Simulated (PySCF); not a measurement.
# A bond scan of AlF2H

These are calculations, not measurements. The program is PySCF 2.14.0, an open-source quantum chemistry code, run on an isolated molecule that a program drew, which may never have been made. The molecule is AlF2H (charge 0, singlet), drawn as the SMILES string `[F][AlH][F]`.

The structure below is the HF double-zeta minimum with every atom moved a little at random, so it isn't optimised. Bond Al2-H4 is then set to each length in the table by shifting atom 4 along it, with nothing else relaxed.
```xyz
4
AlF2H, angstrom
F     0.4992    0.5462   -0.3881
Al   -1.0431    0.7243    0.1674
F    -1.8751    1.9971   -0.4055
H    -1.6696   -0.3149    1.1271
```

E is the energy above the same method's energy at the HF double-zeta minimum. IE is the energy to remove one electron at fixed geometry, to the doublet state of charge +1, as a difference of total energies. The basis family is cc-pV(n+d)Z, with UHF for radicals and no spin-orbit coupling. Best is HF at quadruple zeta, plus MP2 correlation extrapolated from triple and quadruple zeta, plus CCSD(T) minus MP2 at triple zeta, with a frozen core. The other columns are at triple zeta.

| bond (Å) | E B3LYP (kcal/mol) | E HF (kcal/mol) | E CCSD(T) (kcal/mol) | E best (kcal/mol) | IE B3LYP (eV) | IE HF (eV) | IE CCSD(T) (eV) | IE best (eV) | T1 |
|---|---|---|---|---|---|---|---|---|---|
| 1.4691 | 1.51 | 1.31 | 1.61 | 1.65 | 13.227 | 12.861 | 13.499 | 13.624 | 0.013 |
| 1.5471 | 0.19 | -0.01 | 0.19 | 0.19 | 13.053 | 12.559 | 13.240 | 13.365 | 0.013 |
| 1.6991 | ? | ? | ? | ? | ? | ? | ? | ? | ? |
| 1.7221 | 4.16 | 4.42 | 4.05 | 4.05 | 12.607 | 11.882 | 12.646 | 12.772 | 0.013 |
| 1.7451 | 5.17 | 5.53 | 5.05 | 5.06 | 12.544 | 11.795 | 12.569 | 12.695 | 0.013 |
| 2.0551 | 23.88 | 26.37 | 23.61 | 23.76 | 11.662 | 10.689 | 11.605 | 11.727 | 0.014 |

T1 is the CCSD diagnostic of the starting molecule.

**Estimate the best E and IE at 1.6991 Å from the other rows.**

A least-squares cubic in the inverse of the bond length through the other values of E best gives 3.15 kcal/mol there. A least-squares quadratic in the bond length through IE best gives 12.848 eV. The calculation gives 3.14 kcal/mol and 12.850 eV, so the fits miss by 0.01 kcal/mol and 0.002 eV. The same recipe one zeta lower moves these two values by 0.17 kcal/mol and 0.03 eV, a gauge of their own error. The rest of the row: E is 3.25 (B3LYP), 3.41 (HF), 3.14 (CCSD(T)); IE is 12.669 (B3LYP), 11.970 (HF), 12.724 (CCSD(T)); T1 is 0.013.
